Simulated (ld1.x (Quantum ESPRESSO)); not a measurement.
beryllium: PAW pseudisation with LDA (PZ), non-relativistic reference atom.

Be (Z = 4), PAW, made with ld1.x (Quantum ESPRESSO) 7.5 (LDA (PZ), non-relativistic). Core none, reference 1s2 2s1.75 2p0.25. Waves: 1s (bound): rcut 0.80, rcutus 0.90 bohr; 2s (bound): rcut 0.80, rcutus 0.90 bohr; 2p (bound): rcut 4.10, rcutus 4.70 bohr; 2p channel at 2.9 Ry: rcut 4.10, rcutus 4.70 bohr; 3d channel at 0.1 Ry: rcut 3.15, rcutus 4.40 bohr; 3d channel at 2.75 Ry: rcut 3.15, rcutus 4.40 bohr. Local part: all-electron potential smoothed inside 3.00 bohr (lloc = -1). Core correction: none. Augmentation charge: PSQ, inside the norm-conserving radii.

- Cutoffs needed: 110 Ry and 140 Ry (the cutoffs (Ry, on a coarse ladder) from which the occupation-weighted sum of valence levels, in a spherical-Bessel basis at the reference potential, stays within 10 and 1 mRy of its value at 400 Ry)
- Ghost test: no extra level below or beside the all-electron valence levels (s, p, d, f tested) (spherical-Bessel basis up to 400 Ry, 20 bohr box)
- Configuration tests: test run stopped at test 1 of 9 (negative rho)
- Lowest eigenvalue of the overlap operator: 0.12 (p channel)
- Density cutoff estimated by the generator: 567 Ry
